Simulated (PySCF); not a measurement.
C₂H₄O₂, charge +1, doublet, at a GFN2-xTB geometry (a state made from the parent by changing its charge; the spin is typed, not shown lowest); PBE0/6-31G* (PySCF).

Here is a job for PySCF.
```python
from pyscf import gto, scf, dft

mol = gto.Mole()
mol.atom = '''
    C    -1.320427   -0.342337    0.109692
    C     0.167732    0.076552   -0.039353
    O     1.013840   -0.618122    0.593015
    O     0.220805    1.028453   -0.764946
    H    -2.007806    0.292909   -0.458542
    H    -1.372665   -1.364843   -0.283661
    H    -1.542662   -0.240513    1.178905
    H     1.962149   -0.375491    0.516719
'''
mol.basis = '6-31g*'
mol.charge = 1
mol.spin = 1
mol.verbose = 4
mol.build()

mf = dft.UKS(mol)
mf.xc = 'pbe0'
mf.diis_space = 2
mf.kernel()
```

The log (banner, timings and long lists left out):

```
PySCF version 2.14.0

[INPUT] verbose = 4
[INPUT] num. atoms = 8
[INPUT] num. electrons = 31
[INPUT] charge = 1
[INPUT] spin (= nelec alpha-beta = 2S) = 1
[INPUT] symmetry False subgroup None
[INPUT] Mole.unit = angstrom
[INPUT] Symbol           X                Y                Z      unit          X                Y                Z       unit  Magmom
[INPUT]  1 C     -1.320427000000  -0.342337000000   0.109692000000 AA   -2.495245397481  -0.646923172305   0.207287838056 Bohr   0.0
[INPUT]  2 C      0.167732000000   0.076552000000  -0.039353000000 AA    0.316967542326   0.144662314288  -0.074366392180 Bohr   0.0
[INPUT]  3 O      1.013840000000  -0.618122000000   0.593015000000 AA    1.915879934129  -1.168081291568   1.120635937759 Bohr   0.0
[INPUT]  4 O      0.220805000000   1.028453000000  -0.764946000000 AA    0.417260976935   1.943494501987  -1.445538440082 Bohr   0.0
[INPUT]  5 H     -2.007806000000   0.292909000000  -0.458542000000 AA   -3.794203451258   0.553517789420  -0.866518796610 Bohr   0.0
[INPUT]  6 H     -1.372665000000  -1.364843000000  -0.283661000000 AA   -2.593960910776  -2.579179473030  -0.536041602220 Bohr   0.0
[INPUT]  7 H     -1.542662000000  -0.240513000000   1.178905000000 AA   -2.915208682774  -0.454503699398   2.227807576880 Bohr   0.0
[INPUT]  8 H      1.962149000000  -0.375491000000   0.516719000000 AA    3.707924225589  -0.709575152239   0.976457393359 Bohr   0.0

nuclear repulsion = 122.481310790521
number of shells = 32
number of NR pGTOs = 124
number of NR cGTOs = 64
basis = 6-31g*
ecp = {}

******** <class 'pyscf.dft.uks.UKS'> ********
method = UKS
initial guess = minao
damping factor = 0
level_shift factor = 0
DIIS = <class 'pyscf.scf.diis.CDIIS'>
diis_start_cycle = 1
diis_space = 2
diis_damp = 0
SCF conv_tol = 1e-09
SCF conv_tol_grad = None
SCF max_cycles = 50
direct_scf = True
direct_scf_tol = 1e-13
number electrons alpha = 16  beta = 15
XC library pyscf.dft.libxc version 7.1.2
    S. Lehtola, C. Steigemann, M. J. T. Oliveira, and M. A. L. Marques,  SoftwareX 7, 1–5 (2018)
XC functionals = pbe0
    C. Adamo and V. Barone,  J. Chem. Phys. 110, 6158 (1999)
    M. Ernzerhof and G. E. Scuseria,  J. Chem. Phys. 110, 5029 (1999)
radial grids:
    Treutler-Ahlrichs [JCP 102, 346 (1995); DOI:10.1063/1.469408] (M4) radial grids

becke partition: Becke, JCP 88, 2547 (1988); DOI:10.1063/1.454033
pruning grids: <function nwchem_prune>
grids dens level: 3
symmetrized grids: False
atomic radii adjust function: <function treutler_atomic_radii_adjust>
small_rho_cutoff = 0
Set gradient conv threshold to 3.16228e-05
tot grids = 95632
init E= -229.356083845127

cycle= 1 E= -228.327585484417  delta_E= 1.03  |g|= 0.51  |ddm|= 1.88
cycle= 2 E= -228.15221036989  delta_E= 0.175  |g|= 0.876  |ddm|= 0.818
cycle= 3 E= -228.437366606699  delta_E= -0.285  |g|= 0.112  |ddm|= 0.534
cycle= 4 E= -228.428228701221  delta_E= 0.00914  |g|= 0.197  |ddm|= 0.197
cycle= 5 E= -228.443643174665  delta_E= -0.0154  |g|= 0.0157  |ddm|= 0.125
cycle= 6 E= -228.443732544605  delta_E= -8.94e-05  |g|= 0.0156  |ddm|= 0.0274
cycle= 7 E= -228.443851771274  delta_E= -0.000119  |g|= 0.00608  |ddm|= 0.0141
cycle= 8 E= -228.443874176322  delta_E= -2.24e-05  |g|= 0.00337  |ddm|= 0.00663
cycle= 9 E= -228.44387367593  delta_E= 5e-07  |g|= 0.00426  |ddm|= 0.00617
cycle= 10 E= -228.443882527294  delta_E= -8.85e-06  |g|= 0.00158  |ddm|= 0.0037
cycle= 11 E= -228.443883587592  delta_E= -1.06e-06  |g|= 0.00104  |ddm|= 0.00165
cycle= 12 E= -228.443883571881  delta_E= 1.57e-08  |g|= 0.00119  |ddm|= 0.00154
cycle= 13 E= -228.443883986791  delta_E= -4.15e-07  |g|= 0.000869  |ddm|= 0.0012
cycle= 14 E= -228.443884159815  delta_E= -1.73e-07  |g|= 0.000597  |ddm|= 0.00075
cycle= 15 E= -228.443884130152  delta_E= 2.97e-08  |g|= 0.000664  |ddm|= 0.000733
cycle= 16 E= -228.443884179488  delta_E= -4.93e-08  |g|= 0.000592  |ddm|= 0.000712
cycle= 17 E= -228.443884256513  delta_E= -7.7e-08  |g|= 0.000404  |ddm|= 0.000494
cycle= 18 E= -228.44388423736  delta_E= 1.92e-08  |g|= 0.000453  |ddm|= 0.00046
cycle= 19 E= -228.443884251801  delta_E= -1.44e-08  |g|= 0.000412  |ddm|= 0.000485
cycle= 20 E= -228.443884285187  delta_E= -3.34e-08  |g|= 0.000302  |ddm|= 0.00036
cycle= 21 E= -228.443884281173  delta_E= 4.01e-09  |g|= 0.000312  |ddm|= 0.000314
cycle= 22 E= -228.443884278805  delta_E= 2.37e-09  |g|= 0.000316  |ddm|= 0.000355
cycle= 23 E= -228.443884300923  delta_E= -2.21e-08  |g|= 0.00022  |ddm|= 0.000275
cycle= 24 E= -228.443884298393  delta_E= 2.53e-09  |g|= 0.000231  |ddm|= 0.000231
cycle= 25 E= -228.443884297425  delta_E= 9.68e-10  |g|= 0.000231  |ddm|= 0.000259
cycle= 26 E= -228.44388430808  delta_E= -1.07e-08  |g|= 0.00017  |ddm|= 0.00021
cycle= 27 E= -228.443884308421  delta_E= -3.4e-10  |g|= 0.000166  |ddm|= 0.000169
cycle= 28 E= -228.443884305789  delta_E= 2.63e-09  |g|= 0.00018  |ddm|= 0.000196
cycle= 29 E= -228.443884312987  delta_E= -7.2e-09  |g|= 0.000125  |ddm|= 0.000161
cycle= 30 E= -228.443884313029  delta_E= -4.21e-11  |g|= 0.000125  |ddm|= 0.000127
cycle= 31 E= -228.443884311916  delta_E= 1.11e-09  |g|= 0.000132  |ddm|= 0.000144
cycle= 32 E= -228.443884315302  delta_E= -3.39e-09  |g|= 9.77e-05  |ddm|= 0.000123
cycle= 33 E= -228.443884315868  delta_E= -5.65e-10  |g|= 9.05e-05  |ddm|= 9.4e-05
cycle= 34 E= -228.443884314698  delta_E= 1.17e-09  |g|= 0.000102  |ddm|= 0.000109
cycle= 35 E= -228.443884316947  delta_E= -2.25e-09  |g|= 7.23e-05  |ddm|= 9.41e-05
cycle= 36 E= -228.44388431721  delta_E= -2.63e-10  |g|= 6.83e-05  |ddm|= 7.09e-05
cycle= 37 E= -228.443884316703  delta_E= 5.07e-10  |g|= 7.46e-05  |ddm|= 7.95e-05
cycle= 38 E= -228.443884317719  delta_E= -1.02e-09  |g|= 5.66e-05  |ddm|= 7.15e-05
cycle= 39 E= -228.443884318043  delta_E= -3.24e-10  |g|= 4.96e-05  |ddm|= 5.28e-05
cycle= 40 E= -228.443884317611  delta_E= 4.32e-10  |g|= 5.78e-05  |ddm|= 6e-05
cycle= 41 E= -228.443884318278  delta_E= -6.67e-10  |g|= 4.19e-05  |ddm|= 5.44e-05
cycle= 42 E= -228.44388431844  delta_E= -1.61e-10  |g|= 3.76e-05  |ddm|= 3.99e-05
cycle= 43 E= -228.443884318253  delta_E= 1.86e-10  |g|= 4.2e-05  |ddm|= 4.38e-05
cycle= 44 E= -228.443884318538  delta_E= -2.85e-10  |g|= 3.29e-05  |ddm|= 4.13e-05
cycle= 45 E= -228.443884318688  delta_E= -1.5e-10  |g|= 2.74e-05  |ddm|= 2.99e-05
Extra cycle  E= -228.443884318206  delta_E= 4.83e-10  |g|= 4.51e-05  |ddm|= 4.4e-05
converged SCF energy = -228.443884318206  <S^2> = 0.75517323  2S+1 = 2.0051666
```
